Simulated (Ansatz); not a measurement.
All numbers were calculated with Ansatz.

`NC[SiH](Cl)I` at its PBE0-D4/def2-TZVP geometry, where that method's forces vanish. The species carries charge 0 and has multiplicity 1. I takes the def2 core potential.

| atom | x (Å) | y (Å) | z (Å) |
| --- | --- | --- | --- |
| N1 | 0.319 | 1.337 | 0.703 |
| C2 | -0.448 | 0.539 | -0.239 |
| Si3 | 0.172 | -1.228 | -0.181 |
| Cl4 | -1.109 | -2.420 | -1.255 |
| I5 | 2.416 | -1.381 | -1.099 |
| H6 | 0.062 | 1.130 | 1.659 |
| H7 | 0.179 | 2.327 | 0.555 |
| H8 | -1.540 | 0.542 | -0.093 |
| H9 | -0.267 | 0.902 | -1.255 |
| H10 | 0.218 | -1.749 | 1.205 |

**Question.** For each bond, give half the difference of the two atoms' forces along it (eV/Å; positive pushes the atoms apart) under PBE-D4, r2SCAN-D4, B3LYP-D4, ωB97M-V in def2-TZVPP. (Estimate.)

**Answer.** The calculation gave: 
```
   bond  length (Å)  PBE-D4  r2SCAN-D4  B3LYP-D4  ωB97M-V
  N1–C2       1.454    0.07       0.22      0.28     0.33
  N1–H6       1.011    0.23      -0.01     -0.04    -0.07
  N1–H7       1.011    0.23      -0.02     -0.06    -0.08
 C2–Si3       1.873    0.01      -0.03     -0.01    -0.08
  C2–H8       1.101    0.09      -0.03     -0.10    -0.13
  C2–H9       1.094    0.11      -0.03     -0.12    -0.10
Si3–Cl4       2.054    0.18       0.04      0.17     0.09
 Si3–I5       2.429    0.10       0.07      0.19    -0.02
Si3–H10       1.481    0.08      -0.04     -0.18    -0.18
```

B3LYP here is the variant with VWN-RPA as its local correlation; programs differ in this.
